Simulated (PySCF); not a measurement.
Ligand exchange on a metal centre used in film growth or etching (Hf F-OH). Gas-phase values, no solvent. One relaxed conformer stands for each flexible species; it need not be the lowest.

Calculation: PBE-D3(BJ)/def2-TZVP // BP86-D3(BJ)/def2-SVP run with PySCF 2.14.0. All candidates: neutral, multiplicity 1. 

```
Property          Value
-------------  --------
LUMO           -0.85 eV
HOMO–LUMO gap   6.29 eV
HOMO           -7.15 eV
```

Q: Say which member has these values.
(A) [Hf(F)2(OH)2]
(B) [Hf(F)(OH)3]
(C) [Hf(F)4]
(D) [Hf(OH)4]

A: B, [Hf(F)(OH)3]. The others give [Hf(F)2(OH)2]: -1.10 eV, 6.69 eV, -7.79 eV; [Hf(OH)4]: -0.62 eV, 6.09 eV, -6.71 eV; [Hf(F)4]: -1.72 eV, 8.37 eV, -10.09 eV
